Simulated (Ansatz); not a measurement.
Results of the Gaussian-basis code of Ansatz.

`[OH][GeH2][SiH](O)F` at its PBE0-D4/def2-TZVP geometry, where that method's forces vanish. The species carries charge 0 and has multiplicity 1.

```
atom    x (Å)    y (Å)    z (Å)
  O1  -1.3717  -0.1083  -1.6940
 Ge2  -0.6042   0.9629  -0.4811
 Si3   1.0046  -0.4539   0.5556
  O4   0.1979  -1.3974   1.6163
  F5   2.0606   0.4719   1.3271
  H6  -2.0748   0.3274  -2.1801
  H7  -1.6746   1.4922   0.4967
  H8   0.0364   2.1688  -1.2035
  H9   1.8027  -1.2755  -0.3895
 H10   0.6230  -2.1881   1.9525
```

(1) For each bond, give half the difference of the two atoms' forces along it (eV/Å; positive pushes the atoms apart) under PBE-D4, r2SCAN-D4, B3LYP-D4, ωB97M-V in def2-TZVPP. (Estimate.)

Answers

(1) The calculation gave: 
```csv
bond,length (Å),PBE-D4,r2SCAN-D4,B3LYP-D4,ωB97M-V
O1–Ge2,1.791,0.38,0.09,0.28,0.15
O1–H6,0.959,0.37,0.04,-0.03,-0.07
Ge2–Si3,2.381,-0.18,-0.04,-0.02,-0.11
Ge2–H7,1.543,0.04,-0.03,-0.05,-0.09
Ge2–H8,1.545,0.04,-0.04,-0.05,-0.08
Si3–O4,1.633,0.28,0.05,0.12,0.13
Si3–F5,1.602,0.48,0.04,0.18,0.15
Si3–H9,1.485,-0.03,-0.04,-0.15,-0.19
O4–H10,0.959,0.32,0.02,-0.02,-0.06
```

B3LYP here is the variant with VWN-RPA as its local correlation; programs differ in this.
